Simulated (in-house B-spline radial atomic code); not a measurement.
## Ionising Sc3+ with different functionals

Computed with a radial B-spline atomic code at the basis-set limit: scalar-relativistic (spin-free X2C) Hamiltonian, Fermi nucleus of rms radius 3.5459 fm, spin-polarised at highest spin, spherical fractional occupations for the functionals, and exact exchange of hybrids averaged over the configuration. The ionisation energy is the difference of two self-consistent energies, [Ne] 3s2 3p6 → [Ne] 3s2 3p5, without Breit or QED terms; ε is the level of the shell that loses the electron (its least bound occupied spin orbital).

| method | rung | ΔSCF (eV) | -ε(3p) (eV) |
| --- | --- | --- | --- |
| PBE0 | global hybrid | 73.59 | 67.18 |
| B3LYP | global hybrid | 73.60 | 66.69 |
| TPSSh | global hybrid | 73.73 | 65.86 |
| BHandHLYP | global hybrid | 73.49 | 69.59 |
| r2SCAN0 | global hybrid | 74.00 | 67.72 |
| B97-1 | global hybrid | 73.53 | 66.68 |
| HSE06 | range-separated hybrid | 73.58 | 66.75 |
| wB97X | range-separated hybrid | 73.48 | 69.68 |
| CAM-B3LYP | range-separated hybrid | 73.55 | 68.65 |
| LC-wPBE | range-separated hybrid | 73.63 | 70.04 |

(1) Among the functionals, which spreads more, the ΔSCF values or the orbital energies?

(2) How do they compare with the NIST value?

Results:

(1) The orbital energies: ΔSCF values span about 0.52 eV and the orbital energies 4.17 eV; here energy differences depend much less on the functional than eigenvalues do.

(2) NIST lists 73.489 eV (measured, ground level to ground level). Errors run from -0.01 to +0.51 eV; BHandHLYP is closest (+0.00 eV), but part of that can be cancellation, since the calculations leave out spin-orbit coupling, Breit-QED terms, multiplet and fine-structure energies.
